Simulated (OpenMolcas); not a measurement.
**Multiplet structure of Se IV**

```yaml
Program: OpenMolcas 26.06
Method: "XMS-CASPT2, IPEA 0.25 Eh, imaginary shift 0.1 Eh (closed shells correlated: 3d 4s)"
Basis: ANO-RCC-VTZP [6s5p3d1f]
Scalar_Hamiltonian: DKH2, point nucleus
Active_space: 1 electron in 3 orbitals (4p)
State_averaging: 2S+1 = 2 odd, 3 roots
Spin-orbit_coupling: state interaction with AMFI integrals over the reference wave functions, term energies averaged over their components
```

Spin-free terms above the lowest, with the occupations of the reference:

```csv
Configuration,Term,E (cm⁻¹),Occupations
4s² 4p,²P°,0.0,4p 1.00
```

With spin-orbit coupling, above the lowest level:

```json
{"Configuration": "4s² 4p", "Term": "²P°", "J": "1/2", "E (cm⁻¹)": "0.0", "Measured (cm⁻¹)": "0.0", "g": "0.666", "Term weight %": "100"}
{"Configuration": "4s² 4p", "Term": "²P°", "J": "3/2", "E (cm⁻¹)": "4014", "Measured (cm⁻¹)": "4376", "g": "1.334", "Term weight %": "100"}
```

Against the measured value (Moore, Atomic Energy Levels, vol. II, NSRDS-NBS 35 (1971 reprint of NBS Circular 467, 1952)): 4s² 4p ²P°_3/2: computed 4014, measured 4376 cm⁻¹ (-8.3 %).

Spin-orbit coupling puts the lowest level 2676 cm⁻¹ below the lowest spin-free term.

With one active electron, CASPT2 adds the correlation within the correlated inactive shells and between them and that electron, and leaves the splitting within a term as the reference gives it. Measured partners are found by configuration, term and J. A level has none where our copy of the source lacks it or the pairing is in doubt (some pairs that miss far off the trend of their configuration count as doubtful), and it then counts in no deviation. Only configurations of the active space appear.

The term weight is that of the spin-free term in the level, not the purity of its configuration. ° marks odd parity.
